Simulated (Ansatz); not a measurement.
C₂H₇BO₂ (SMILES COB(C)O), singlet, at a GFN2-xTB geometry; Ansatz (a program for electronic structure) with R2SCAN/def2-TZVPD.

The Ansatz input:
Ansatz 0.2 input:
```yaml
crystal:
  periodic: [false, false, false]
  atoms:
    - {symbol: B, position_ang: [0.13443953, 0.37074114, 0.22794408]}
    - {symbol: C, position_ang: [1.02656988, 1.69391135, 0.15021139]}
    - {symbol: H, position_ang: [1.79458349, 1.69792685, 0.92105916]}
    - {symbol: H, position_ang: [0.42261851, 2.58719465, 0.29652872]}
    - {symbol: H, position_ang: [1.52099521, 1.78133253, -0.81099890]}
    - {symbol: O, position_ang: [-0.59501311, 0.04009009, 1.33652341]}
    - {symbol: H, position_ang: [-0.53623431, 0.65702077, 2.06301755]}
    - {symbol: O, position_ang: [0.11463353, -0.43166415, -0.85157824]}
    - {symbol: C, position_ang: [-0.62617028, -1.63059977, -0.92188822]}
    - {symbol: H, position_ang: [-1.26464541, -1.58798147, -1.80680472]}
    - {symbol: H, position_ang: [0.07042265, -2.46624273, -1.02106448]}
    - {symbol: H, position_ang: [-1.23929888, -1.77023326, -0.03095798]}
basis:
  gaussian:
    orbitals: def2-TZVPD
hamiltonian:
  xc: r2scan
```

Output, abridged:

```
Functional definition: r2SCAN
1238 factors; their error is unknown
mean field evaluation 1: about -6946.3365 eV, gradient 8.6e1 eV
mean field evaluation 2: about -6930.3946 eV, gradient 1.2e2 eV
mean field evaluation 4: about -6960.4198 eV, gradient 6.3e0 eV
mean field evaluation 8: about -6960.5107 eV, gradient 2.4e-1 eV
mean field evaluation 16: about -6960.4714 eV, gradient 2.9e-4 eV
mean field -6960.47141526 eV, -255.7926065339 hartree, gradient 2.2e-5 eV, S^2 0.000000; 0 other end points of the search recorded, 0 dependent functions left out
reference -6960.47143299 eV, -255.7926071854 hartree; 20, 20 occupied and 234, 234 virtual orbitals, 1238 factors
Total energy: -6960.47143299 eV, -255.7926071854 hartree
```
